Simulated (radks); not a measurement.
Effect of the nuclear size on the indium ion In3+, [Kr] 4d10. Calculated with a radial shooting solver on a logarithmic mesh with Libxc functionals: Dirac Kohn-Sham, PBE, spin-unpolarised, spherical densities, finite nucleus; Fermi nuclear charge, rms radius 4.6156 fm. The rms radius is varied about that value; shifts are against it.

\begin{tabular}{lrrrrrrrr}
rms radius (fm) & total energy shift (eV) & density at nucleus (e/bohr^3) & 1s1/2 shift (meV) & 2s1/2 shift (meV) & 4s1/2 shift (meV) & 4p1/2 shift (meV) & 4d5/2 shift (meV) & 5s1/2 (empty) shift (meV) \\ \hline
3.8725 & -1.08 & 1.793e+05 & -454 & -51.6 & -1.95 & 0.066 & 0.042 & -0.269 \\
4.3017 & -0.476 & 1.765e+05 & -200 & -22.7 & -0.860 & 0.029 & 0.018 & -0.119 \\
4.6156 & 0 & 1.747e+05 & 0.000 & 0.000 & 0.000 & 0.000 & 0.000 & 0.000 \\
4.7818 & 0.264 & 1.738e+05 & 111 & 12.6 & 0.476 & -0.016 & -0.010 & 0.066 \\
5.6403 & 1.75 & 1.696e+05 & 736 & 83.7 & 3.16 & -0.106 & -0.068 & 0.437 \\
\end{tabular}

Slopes of the eigenvalues against <r^2> in GHz/fm^2, as finite differences over the two radii next to the reference (eigenvalue slopes, not the field-shift constants of lines): 1s1/2 17200, 2s1/2 1960, 4s1/2 74.1, 4p1/2 -2.49, 4d5/2 -1.58, 5s1/2 (empty) 10.2.
